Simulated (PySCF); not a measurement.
**Energy of Sc (scandium, neutral) between two integer charges**

The 4s beta orbital of [Ar] 3d1 4s2 is emptied in steps (occupation f), with all orbitals relaxed, ending at [Ar] 3d1 4s1. Computed with PySCF 2.14 in def2-TZVP (6s4p4d1f, 45 functions), with the non-relativistic Hamiltonian (point nucleus). The exact energy is a straight line in f; departures are measured from the line between the end points of the same method.

```
  f  UHF (eV)  PBE (eV)
  1     0.000     0.000
0.8     0.030    -0.383
0.6     0.043    -0.572
0.4     0.040    -0.562
0.2     0.025    -0.355
  0     0.000     0.000
```

| method | E(f=0) − E(f=1) (eV) | −ε at f=1 (eV) | −ε at f=0.4 (eV) |
| --- | --- | --- | --- |
| UHF | 5.367 | 5.570 | 5.322 |
| PBE | 6.296 | 3.909 | 6.853 |

Orbital energy along the path (eV):

| f | UHF | PBE |
| --- | --- | --- |
| 1 | -5.570 | -3.909 |
| 0.8 | -5.471 | -4.859 |
| 0.6 | -5.389 | -5.843 |
| 0.4 | -5.322 | -6.853 |
| 0.2 | -5.266 | -7.766 |
| 0 | -5.218 | -8.152 |

Reference removal energy between the ground levels: 6.561 eV (measured; NIST Atomic Spectra Database, ionization energies). The calculation has no spin-orbit coupling. UHF lacks correlation.
